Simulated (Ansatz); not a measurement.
System: H3BS2O, charge 0, singlet. H3BS2O (borodithioic acid, SMILES B(S)(O)S).
B3LYP-D3(BJ)/def2-TZVP minimum from Ansatz (a first-principles code):
```
B
O 1 1.3585
H 2 0.9611 1 115.67
S 1 1.8209 2 115.47 3 180.00
H 4 1.3424 1 96.81 2 -180.00
S 1 1.8280 2 125.29 3 0.00
H 6 1.3451 1 97.91 2 0.00
```

Total energies in hartree (Ansatz). Open shells are spin-unrestricted; no spin-orbit coupling. Correlated methods leave the cores frozen. No relativity. For partners of very few electrons the exact lower level stands in for a higher one.

| species | HF/cc-pV(T+d)Z | CCSD(T)/cc-pV(T+d)Z | HF/cc-pV(Q+d)Z | CCSD(T)/cc-pV(Q+d)Z | CCSD(T)/cc-pV(D+d)Z | CCSDT(Q)/cc-pV(D+d)Z |
|---|---|---|---|---|---|---|
| 1: H3BS2O (SMILES OB(S)S) | -896.54806 | -897.31293 | -896.56262 | -897.38088 | -897.08696 | -897.08951 |
| 2: B (doublet) | -24.53207 | -24.59810 | -24.53297 | -24.60084 | -24.58941 | -24.58977 |
| 3: O (triplet) | -74.81176 | -74.97396 | -74.81729 | -74.99357 | -74.90995 | -74.91013 |
| 4: H (doublet) | -0.49981 | -0.49981 | -0.49995 | -0.49995 | -0.49928 | -0.49928 |
| 5: S (triplet) | -397.50938 | -397.65444 | -397.51264 | -397.66785 | -397.60412 | -397.60456 |

**Question.** Work out the atomisation energy (electronic, to ground-state atoms) in kJ/mol: take Hartree-Fock from cc-pV(Q+d)Z, extrapolate the CCSD(T) correlation energy as X^-3 (X = 3, 4), and add CCSDT(Q) - CCSD(T) in cc-pV(D+d)Z. 1 hartree = 2625.5 kJ/mol.

**Answer.** 
Species 1: correlation (64·(-0.81826) - 27·(-0.76487))/37 = -0.85722; step -0.00255; E1 = -896.56262 + (-0.85722) + (-0.00255) = -897.42239
Species 2: correlation (64·(-0.06787) - 27·(-0.06603))/37 = -0.06921; step -0.00036; E2 = -24.53297 + (-0.06921) + (-0.00036) = -24.60254
Species 3: correlation (64·(-0.17628) - 27·(-0.16220))/37 = -0.18655; step -0.00018; E3 = -74.81729 + (-0.18655) + (-0.00018) = -75.00402
Species 4: correlation (64·(0.00000) - 27·(0.00000))/37 = 0.00000; step +0.00000; E4 = -0.49995 + (0.00000) + (+0.00000) = -0.49995
Species 5: correlation (64·(-0.15521) - 27·(-0.14506))/37 = -0.16262; step -0.00044; E5 = -397.51264 + (-0.16262) + (-0.00044) = -397.67570
-1·E1 +1·E2 +1·E3 +3·E4 +2·E5 = 0.96458 hartree = 2532.5 kJ/mol.
